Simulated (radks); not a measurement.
All-electron atom: Se IV in [Ar] 3d9.5 4s2 4p1.5 (fractional occupations, a model configuration). Method: Dirac Kohn-Sham, PBEsol, spin-unpolarised, spherical densities, finite nucleus; open shells fill j = l - 1/2 first; Fermi nuclear charge, rms radius 4.14 fm; computed with a radial shooting solver on a logarithmic mesh with Libxc functionals.

Normalised radial functions P(r) = r R(r) (large component), r in bohr:

```
   r/bohr * 3d5/2, o 4s1/2, + 4p1/2 (the largest magnitude, 1.26, reaches the edge; | marks zero, & curves that meet)
  0.00424                             &o
 0.006275                             & o
 0.009362                             &  o
  0.01385                             *+ o
  0.02067                             *+  o
  0.03059                             * +o
  0.04563                             |*o+
  0.06753                           o | *  +
   0.1007                        o    |    &
   0.1491                       o     |   +     *
   0.2224                            &|                 *
   0.3292                      +      |      o                 *
   0.4911                     +       |        o                 *
   0.7268                           o +                     *
    1.084             o               |           *+
    1.605          o                  |   *             +
    2.394                   o         |*          +
    3.543                           o *   +
    5.285                             &
```

3d5/2: eigenvalue -95.273 eV, 0 radial nodes, <r> = 0.618 bohr, 90 % of the charge inside 1.02 bohr. 4s1/2: eigenvalue -51.110 eV, 3 radial nodes at r = 0.0566, 0.232, 0.694 bohr, <r> = 1.61 bohr, 90 % of the charge inside 2.35 bohr. 4p1/2: eigenvalue -38.247 eV, 2 radial nodes at r = 0.205, 0.717 bohr, <r> = 1.82 bohr, 90 % of the charge inside 2.68 bohr.
